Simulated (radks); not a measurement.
Species: the tungsten ion W2+. Configuration: [Xe] 4f14 5d4 (the NIST ground configuration).

Calculated with a radial shooting solver on a logarithmic mesh with Libxc functionals: scalar-relativistic Kohn-Sham, Wu-Cohen GGA, spin-polarised, spherical densities, point nucleus; open shells are filled with parallel spins first (spin-orbit coupling, left out, can overturn this in heavy ions).

Energy parts (eV):
part                       energy
total                  -439207.39
kinetic                 484025.02
electron-nucleus      -1084941.99
Hartree                 170451.94
exchange-correlation     -8742.36

Orbitals (lengths in bohr, moments of r in powers of bohr; <r^-3> diverges for s and p1/2):
orbital,occ.,eigenvalue (eV),<r^-3>
1s down,1,-69508.12,-
1s up,1,-69508.11,-
2s up,1,-12009.87,-
2s down,1,-12009.69,-
2p up,3,-10505.53,19760
2p down,3,-10505.39,19760
3s up,1,-2777.980,-
3s down,1,-2777.933,-
3p up,3,-2332.555,4406
3p down,3,-2332.501,4406
3d up,5,-1820.126,565.9
3d down,5,-1820.014,565.8
4s up,1,-585.5657,-
4s down,1,-585.4097,-
4p up,3,-439.4527,1024
4p down,3,-439.3036,1024
4d up,5,-254.2963,112.5
4d down,5,-254.1146,112.5
5s up,1,-95.7563,-
5s down,1,-94.0869,-
5p up,3,-60.1443,145.4
5p down,3,-57.8988,150.2
4f up,7,-49.2651,19.02
4f down,7,-48.8658,19.16
5d up,4,-21.0015,7.625
6s up,0,-20.1065,-
5d down,0,-17.9864,7.866
6p up,0,-13.4388,17.94

The highest occupied level is 5d up at -21.001 eV. Summed over all electrons, <r^2> = 41.69 bohr^2, which gives a Langevin (diamagnetic) susceptibility term of -33 x 10^-6 cm^3/mol. The density falls to 0.001 e/bohr^3 at r = 3.70 bohr. For comparison, the ionisation energy in NIST's Atomic Spectra Database is 26.0 eV (semi-empirical). In exact Kohn-Sham theory the highest level is minus the ionisation energy, but local and semilocal functionals leave it too shallow, through self-interaction and a potential that decays too fast; potentials with the right tail come closer. Spin moment in Bohr magnetons: 4.
